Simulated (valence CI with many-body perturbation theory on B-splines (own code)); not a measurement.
**Tm63+: electric-dipole lines**

Method: relativistic CI+MBPT: four valence electrons over a frozen Dirac-Fock core [He], radial functions for each j: 11 s, 11 p, 9 d, 7 f, 5 g, 2 h, 1 i, with the one-electron correlation potential Σ1 (screened to all orders), the two-electron term Σ2, the three-electron term Σ3, Breit, model QED; selected single and double excitations, second order for the rest (own B-spline code, finite nucleus).

The last digits are not significant, and no measured levels were compared; by estimate large intervals hold to a few tenths of a per cent, small ones and those within an open d or f shell to about a per cent. Among the levels kept, up to 280 cm⁻¹ of a level comes from second order outside the variational space, and about a tenth of that is noise between levels of different J, which matters for small intervals.

Lines 151 to 200 of 250 in falling wavelength, among levels below 86270 × 10³ cm⁻¹, chosen from the strongest by gf and those to the six lowest levels. Wavelengths and rates use the calculated energies. Electric multipoles are in the length gauge, E1 and E2 with the static RPA response of the core. Weak lines are less certain than strong ones. Lines between different terms over intervals too small for the method are left out, as are lines whose strength nearly cancels. The highest levels of a list are the least certain.

Levels are named by their leading jj configuration (3d3/2^4 stands for four electrons in 3d with j = 3/2), which in mixed levels can hold well under half, so a name can repeat and another be missing. Letters in brackets count levels of one name in rising energy.

```csv
λ vac (nm),Upper,Lower,A (s⁻¹),log gf,Branch %
0.1477,(2s^2 2p3/2 3d5/2) J=1,(2s^2 2p3/2^2) J=2,9.25e+13,-1.04,7.6
0.1475,(2s 2p1/2 2p3/2 3p3/2) J=2 [a],(2s^2 2p3/2^2) J=2,1.48e+13,-1.62,5.7
0.1470,(2s 2p1/2 2p3/2 3p3/2) J=2 [b],(2s^2 2p3/2^2) J=2,2.89e+12,-2.33,1.4
0.1469,(2s 2p1/2 2p3/2 3p3/2) J=3 [b],(2s^2 2p3/2^2) J=2,1.86e+13,-1.37,7.2
0.1465,(2s 2p1/2^2 3p3/2) J=2,(2s^2 2p1/2 2p3/2) J=1,2.06e+13,-1.48,86.6
0.1460,(2s 2p1/2 2p3/2 3p3/2) J=3 [c],(2s^2 2p3/2^2) J=2,1.03e+13,-1.64,5.8
0.1457,(2s 2p1/2 2p3/2 3p3/2) J=2 [d],(2s^2 2p3/2^2) J=2,2.85e+12,-2.34,1.6
0.1416,(2s 2p1/2 2p3/2 3s) J=2 [b],(2s 2p1/2^2 2p3/2) J=1,5.69e+12,-2.07,2.7
0.1413,(2s 2p1/2 2p3/2 3s) J=2 [a],(2s 2p1/2^2 2p3/2) J=2,2.70e+13,-1.39,24.7
0.1408,(2s 2p1/2 2p3/2 3s) J=1 [a],(2s 2p1/2^2 2p3/2) J=2,3.09e+13,-1.56,14.1
0.1408,(2s 2p1/2 2p3/2 3s) J=0,(2s 2p1/2^2 2p3/2) J=1,4.10e+13,-1.91,17.0
0.1408,(2s 2p1/2 2p3/2 3s) J=1 [b],(2s 2p1/2^2 2p3/2) J=1,3.97e+13,-1.45,17.2
0.1407,(2s 2p1/2 2p3/2 3s) J=1 [c],(2s 2p1/2^2 2p3/2) J=1,3.27e+12,-2.54,3.2
0.1407,(2s 2p1/2 2p3/2 3s) J=3,(2s 2p1/2^2 2p3/2) J=2,3.99e+13,-1.08,33.1
0.1406,(2s 2p1/2 2p3/2 3s) J=2 [c],(2s 2p1/2^2 2p3/2) J=1,2.81e+13,-1.38,23.7
0.1403,(2s^2 2p1/2 3s) J=1,(2s^2 2p1/2^2) J=0,4.03e+13,-1.45,20.3
0.1403,(2s 2p1/2 2p3/2 3s) J=2 [b],(2s 2p1/2^2 2p3/2) J=2,1.53e+13,-1.65,7.2
0.1400,(2s^2 2p3/2 3s) J=2,(2s^2 2p1/2 2p3/2) J=2,2.53e+13,-1.43,19.8
0.1399,(2s^2 2p3/2 3s) J=1,(2s^2 2p1/2 2p3/2) J=2,3.93e+13,-1.46,16.1
0.1397,(2s^2 2p3/2 3s) J=2,(2s^2 2p1/2 2p3/2) J=1,1.92e+13,-1.55,15.0
0.1396,(2s^2 2p3/2 3s) J=1,(2s^2 2p1/2 2p3/2) J=1,9.91e+12,-2.06,4.1
0.1391,(2s^2 2p3/2 3p3/2) J=1,(2s 2p1/2^2 2p3/2) J=1,6.02e+12,-2.28,41.5
0.1387,(2s^2 2p3/2 3p3/2) J=2,(2s 2p1/2^2 2p3/2) J=1,3.61e+12,-2.28,35.0
0.1379,(2s^2 2p3/2 3p3/2) J=3,(2s 2p1/2^2 2p3/2) J=2,4.76e+12,-2.02,56.9
0.1374,(2s^2 2p3/2 3p3/2) J=2,(2s 2p1/2^2 2p3/2) J=2,2.57e+12,-2.44,24.9
0.1361,(2s 2p1/2 2p3/2 3p1/2) J=1 [a],(2s^2 2p1/2 2p3/2) J=2,3.14e+13,-1.58,23.8
0.1358,(2s 2p1/2 2p3/2 3p1/2) J=1 [a],(2s^2 2p1/2 2p3/2) J=1,9.86e+13,-1.09,74.9
0.1356,(2s 2p1/2 2p3/2 3p1/2) J=2 [a],(2s^2 2p1/2 2p3/2) J=1,2.52e+14,-0.46,99.3
0.1356,(2p1/2^2 2p3/2 3p1/2) J=1,(2s 2p1/2^2 2p3/2) J=1,1.15e+14,-1.02,12.7
0.1355,(2p1/2^2 2p3/2 3p1/2) J=2,(2s 2p1/2^2 2p3/2) J=1,2.97e+14,-0.39,32.8
0.1355,(2s 2p1/2 2p3/2 3p1/2) J=3,(2s^2 2p1/2 2p3/2) J=2,3.71e+14,-0.15,99.5
0.1353,(2s 2p1/2 2p3/2 3d3/2) J=2 [a],(2s 2p1/2^2 2p3/2) J=1,5.28e+13,-1.14,19.6
0.1353,(2s 2p1/2^2 3p1/2) J=1,(2s^2 2p1/2^2) J=0,4.24e+14,-0.46,99.5
0.1353,(2s 2p1/2 2p3/2 3d3/2) J=1 [a],(2s 2p1/2^2 2p3/2) J=1,1.02e+13,-2.08,4.3
0.1350,(2s 2p1/2 2p3/2 3p1/2) J=2 [b],(2s^2 2p1/2 2p3/2) J=2,1.97e+14,-0.57,87.4
0.1347,(2s 2p1/2 2p3/2 3p1/2) J=2 [b],(2s^2 2p1/2 2p3/2) J=1,2.61e+13,-1.45,11.6
0.1345,(2s 2p1/2 2p3/2 3p1/2) J=1 [b],(2s^2 2p1/2 2p3/2) J=2,1.03e+14,-1.08,28.6
0.1345,(2s 2p1/2 2p3/2 3p1/2) J=2 [c],(2s^2 2p1/2 2p3/2) J=2,1.74e+14,-0.63,69.6
0.1345,(2s 2p1/2 2p3/2 3d3/2) J=2 [b],(2s 2p1/2^2 2p3/2) J=1,9.39e+12,-1.90,0.8
0.1344,(2p1/2^2 2p3/2 3p1/2) J=1,(2s 2p1/2^2 2p3/2) J=2,7.76e+14,-0.20,85.2
0.1344,(2p1/2^2 2p3/2 3p1/2) J=2,(2s 2p1/2^2 2p3/2) J=2,5.95e+14,-0.09,65.8
0.1343,(2s 2p1/2 2p3/2 3p1/2) J=0,(2s^2 2p1/2 2p3/2) J=1,3.79e+14,-0.99,97.9
0.1342,(2s 2p1/2 2p3/2 3p1/2) J=1 [b],(2s^2 2p1/2 2p3/2) J=1,2.48e+14,-0.70,69.0
0.1342,(2s 2p1/2 2p3/2 3p1/2) J=2 [c],(2s^2 2p1/2 2p3/2) J=1,6.85e+13,-1.03,27.4
0.1341,(2s 2p1/2 2p3/2 3d3/2) J=2 [a],(2s 2p1/2^2 2p3/2) J=2,6.82e+13,-1.04,25.3
0.1341,(2s 2p1/2 2p3/2 3d3/2) J=1 [a],(2s 2p1/2^2 2p3/2) J=2,1.07e+13,-2.06,4.5
0.1340,(2s 2p1/2 2p3/2 3d3/2) J=3 [a],(2s 2p1/2^2 2p3/2) J=2,3.02e+14,-0.24,86.2
0.1340,(2s 2p1/2 2p3/2 3d5/2) J=2 [a],(2s 2p1/2^2 2p3/2) J=1,6.75e+12,-2.04,1.4
0.1338,(2s 2p1/2 2p3/2 3p1/2) J=1 [c],(2s^2 2p1/2 2p3/2) J=2,1.86e+14,-0.82,80.1
0.1338,(2s 2p1/2 2p3/2 3d3/2) J=1 [c],(2s 2p1/2^2 2p3/2) J=1,2.12e+14,-0.77,38.2
```
